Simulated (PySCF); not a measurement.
Species: the bromomethyl radical, CH₂Br (doublet state).
SMILES: `[CH2]Br`

Method: PySCF 2.14.0, PBE0-D3(BJ)/def2-SVP geometry optimisation, gas phase.

Masses are those of the commonest isotopes; rigid-rotor values at the optimised geometry. 

(1) Give the principal moments of inertia and the rotational constants in cm⁻¹.

(2) Classify the top.

(3) Is it planar, by Δ = Ic − Ia − Ib?

(4) Which lines would a microwave search look for?

## Answers

(1) Ia = 1.86, Ib = 44.10, Ic = 45.95 u·Å²; 505379 MHz·u·Å²/I gives 271459, 11461 and 10998 MHz, that is A = 9.05488, B = 0.38228, C = 0.36685 cm⁻¹.

(2) A near-prolate asymmetric top; Ray's κ = -0.996.

(3) Planar: Δ = Ic − Ia − Ib = -0.01 u·Å². For a rigid frame Δ = −2 Σ m c², so it vanishes when all atoms lie in the ab plane; here none is more than 0.04 Å from it.

(4) The dipole components are |μa| = 0.90 D, |μb| = 0.00 D, |μc| = 0.08 D. The squared components, which scale the intensities, stand as 1.00 : 0.00 : 0.01 (a : b : c). Some lines, for components of 0.1 D or more:

| type | branch | J(Ka,Kc) | MHz | lower level (cm⁻¹) |
| --- | --- | --- | --- | --- |
| a | Q | 1(1,0) ← 1(1,1) | 463 | 9.422 |
| a | Q | 2(1,1) ← 2(1,2) | 1388 | 10.905 |
| a | Q | 3(1,2) ← 3(1,3) | 2775 | 13.129 |
| a | R | 1(0,1) ← 0(0,0) | 22459 | 0.000 |
| a | R | 2(1,2) ← 1(1,1) | 44455 | 9.422 |
| a | R | 2(0,2) ← 1(0,1) | 44916 | 0.749 |
| a | R | 2(1,1) ← 1(1,0) | 45380 | 9.437 |
| a | R | 3(1,3) ← 2(1,2) | 66682 | 10.905 |
| a | R | 3(0,3) ← 2(0,2) | 67373 | 2.247 |
| a | R | 3(2,2) ← 2(2,1) | 67376 | 36.969 |
| a | R | 3(1,2) ← 2(1,1) | 68069 | 10.951 |

For this open shell read J as N, the rotation without spin; fine and hyperfine splittings come on top. No frequency check. ⟨S²⟩ = 0.755 (exact for a doublet: 0.75). Zero-point vibration and centrifugal distortion are left out. Quadrupole hyperfine structure (79Br) is left out.
